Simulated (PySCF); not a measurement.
## Exercise with solution: chemical shift, span and skew from a shielding tensor

Si(H)2(NHSiH3)(Me) (CH9NSi2), SMILES C[SiH2]N[SiH3]. Atoms are numbered in the order given.

```xyz
13

Si     0.5692     1.2571     0.0000
C     -1.2836     1.5312     0.0000
N      0.8721    -0.4617     0.0000
Si    -0.2690    -1.7748     0.0000
H      1.1849     1.9088     1.2016
H      1.1849     1.9088    -1.2016
H     -1.7537     1.0905    -0.8929
H     -1.7537     1.0905     0.8929
H     -1.5058     2.6095     0.0000
H      1.8465    -0.7488     0.0000
H     -1.1623    -1.7607    -1.2016
H     -1.1623    -1.7607     1.2016
H      0.5153    -3.0462     0.0000
```
Charge 0, spin multiplicity 1.

Coordinates come from a PBE0-D3(BJ)/def2-SVP optimisation. Other conformers were not sampled.

GIAO shieldings from KT2/pcSseg-1 (PySCF), non-relativistic, no solvent. The symmetric part of the tensor of Si4 has the principal values 368.4, 401.6, 484.5 ppm. The same nucleus in TMS has σ = 361.9 ppm at this level (PySCF, at its B3LYP-D3(BJ)/def2-TZVP geometry).

### Question
Work out the isotropic shielding, the ²⁹Si shift against TMS, the span and the skew.

### Answer

σ(iso) = (σ11 + σ22 + σ33)/3 = 418.2 ppm. δ = σ(ref) − σ(iso) = 361.9 − (418.2) = -56.3 ppm.
Span Ω = σ33 − σ11 = 116.1 ppm. Skew κ = 3(σ(iso) − σ22)/Ω = 0.43. Tumbling in solution averages the tensor to δ; in a static solid the shielding alone would spread this spin-1/2 line over Ω.
